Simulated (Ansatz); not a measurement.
`CBBC` → `BBC` + `[CH2]` (triplet) at 700 K and 1 bar (formal loss of a carbene).

Program: Ansatz. Geometries: PBE0-D4/def2-TZVP. ΔE: electronic, gas phase. CCSD(T)/CBS adds triple-zeta CCSD(T) − MP2 to the extrapolated MP2 energy (def2 sets, frozen cores). This one scheme is used for every species. Triplets are unrestricted, without spin–orbit coupling. One conformer a species, not always the lowest.

```tsv
species	CCSD(T)/CBS energy (Eh)	H − E (kJ/mol)	S (J/(mol·K))
`CBBC`	-130.47910	331.3	445.8
`BBC`	-91.20122	237.7	381.9
`[CH2]` (triplet)	-39.09499	70.4	226.8
```

H − E and S are ideal-gas, rigid-rotor, harmonic terms from PBE0-D4/def2-TZVP, for one conformer and one mirror image of each species, with the whole ground term of open shells counted as degenerate. 1 Eh = 2625.50 kJ/mol, R = 8.31446 J/(mol·K).

Problem. By hand: ΔE, ΔH, ΔS and ΔG.

Solution. ΔE = (-91.20122) + (-39.09499) − (-130.47910) = 0.18289 Eh = 480.2 kJ/mol. Δ(H − E) = 237.7 + 70.4 − 331.3 = -23.2, so ΔH = 457.0 kJ/mol. ΔS = 381.9 + 226.8 − 445.8 = 162.9 J/(mol·K). ΔG = 457.0 − 700 × (162.9)/1000 = 343.0 kJ/mol.

Problem. By hand: the equilibrium constant, and the temperature at which ΔG would vanish if ΔH and ΔS stayed fixed.

Solution. log₁₀ K = −ΔG/(RT ln 10) = -25.6. ΔG = 0 at ΔH/ΔS = 2805 K, far beyond where these terms or the molecules hold.

The number of gas molecules changes by +1, which sets the sign of ΔS. A doubt of 5 kJ/mol in ΔE shifts log₁₀ K by 0.4 here. Other conformers and mirror images would add mixing entropy, several J/(mol·K) or more a flexible species. A triplet takes part, so the spin changes. These are equilibria of isolated gas molecules and say nothing of rates. Largest T1 diagnostic: 0.011 (customary marks: 0.02 for closed shells, 0.045 for open ones).
